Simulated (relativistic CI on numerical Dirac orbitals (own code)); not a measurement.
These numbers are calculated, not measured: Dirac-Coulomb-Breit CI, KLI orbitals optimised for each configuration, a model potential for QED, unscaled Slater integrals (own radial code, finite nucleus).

Configuration list (outside the closed core 1s2): 2s²2p⁵, 2s2p⁶, 2p⁶3s, 2p⁶3p, 2s²2p⁴3s, 2p⁶3d, 2s²2p⁴3p, 2s²2p⁴3d, 2s2p⁵3s, 2s2p⁵3p, 2s2p⁵3d, 2s²2p⁴4s, 2s²2p⁴4p, 2s²2p⁴4d, 2s²2p⁴4f, 2s²2p³3s², 2s2p⁵4s, 2s²2p³3s3p, 2s2p⁵4p, 2s²2p⁴5s, 2s2p⁵4d, 2s2p⁵4f, 2s²2p⁴5p, 2s²2p³3s3d, 2s²2p⁴5d, 2s²2p³3p², 2s²2p⁴5f, 2s²2p⁴5g, 2s²2p³3p3d, 2s2p⁴3s², 2s²2p³3d², 2s2p⁴3s3p, 2s2p⁴3s3d, 2s2p⁴3p², 2s2p⁵5s, 2s2p⁴3p3d. Levels of other configurations are missing.

At this charge energies of transitions that change n are usually good to better than 1 %, and those within a shell (Δn = 0) to a few per cent.

Outline of the computed level scheme of Yb LXII. Lowest level of each configuration: 2s²2p⁵ ²P°3/2 at 0.00 eV; 2s2p⁶ ²S1/2 at 1518.11 eV; 2s²2p⁴3s ⁴P5/2 at 7530.81 eV; 2s²2p⁴3p ⁴P°3/2 at 7656.01 eV; 2s²2p⁴3d ⁴D3/2 at 8094.47 eV; 2s2p⁵3s ⁴P°5/2 at 8984.23 eV; 2s2p⁵3p ⁴P3/2 at 9119.68 eV.

Some strong electric-dipole decays among the lowest 45 levels: 2s²2p⁴3d ²P3/2 → 2s²2p⁵ ²P°3/2 (1.6e+15 s⁻¹); 2s²2p⁴3d ²D5/2 → 2s²2p⁵ ²P°3/2 (1.2e+15 s⁻¹); 2s²2p⁴3d ²D5/2 → 2s²2p⁵ ²P°3/2 (8.8e+14 s⁻¹); 2s²2p⁴3d ²P1/2 → 2s²2p⁵ ²P°3/2 (6.3e+14 s⁻¹); 2s2p⁵3p ²D5/2 → 2s²2p⁵ ²P°3/2 (5.2e+14 s⁻¹); 2s²2p⁴3d ⁴P1/2 → 2s²2p⁵ ²P°3/2 (2.5e+14 s⁻¹); 2s2p⁵3p ⁴P3/2 → 2s²2p⁵ ²P°3/2 (1.8e+14 s⁻¹); 2s²2p⁴3s ²P3/2 → 2s²2p⁵ ²P°3/2 (1.8e+14 s⁻¹).

LS names give the leading component of a level, which can be under half, so a name can repeat, a term be missing and a line seem to break the LS rules.
